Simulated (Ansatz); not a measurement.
`[SiH3]N[SiH2]O[SiH3]` at its PBE0-D4/def2-TZVP geometry, where that method's forces vanish. Charge 0, multiplicity 1.

```xyz
14

Si    0.1399   -0.9464    1.9836
N    -0.1234   -1.4277    0.3443
Si    0.6531   -0.8115   -1.0564
O    -0.0399    0.5519   -1.6397
Si   -0.6249    2.0117   -1.1915
H     1.1868    0.1065    1.9541
H     0.5996   -2.0785    2.8327
H    -1.0976   -0.3957    2.5995
H    -0.8912   -2.0634    0.1792
H     2.0569   -0.4994   -0.6955
H     0.5603   -1.8237   -2.1333
H    -1.5543    2.4890   -2.2442
H     0.4880    2.9841   -1.0342
H    -1.3534    1.9032    0.1012
```

(1) What forces (eV/Å) does r2SCAN-D4/def2-TZVPP give on these atoms in the Gaussian-basis code of Ansatz? (Best estimate.)

## Answers

(1) Computed: 
```
Si1 -0.001  0.012  0.068
N2   0.010  0.004  0.003
Si3  0.065 -0.049 -0.047
O4  -0.010  0.003 -0.036
Si5 -0.020  0.066  0.005
H6  -0.024 -0.022  0.003
H7  -0.007  0.027 -0.010
H8   0.029 -0.013 -0.003
H9  -0.028 -0.026 -0.003
H10 -0.024 -0.013 -0.008
H11  0.008  0.020  0.023
H12  0.021 -0.003  0.032
H13 -0.030 -0.014 -0.002
H14  0.010  0.008 -0.025
```
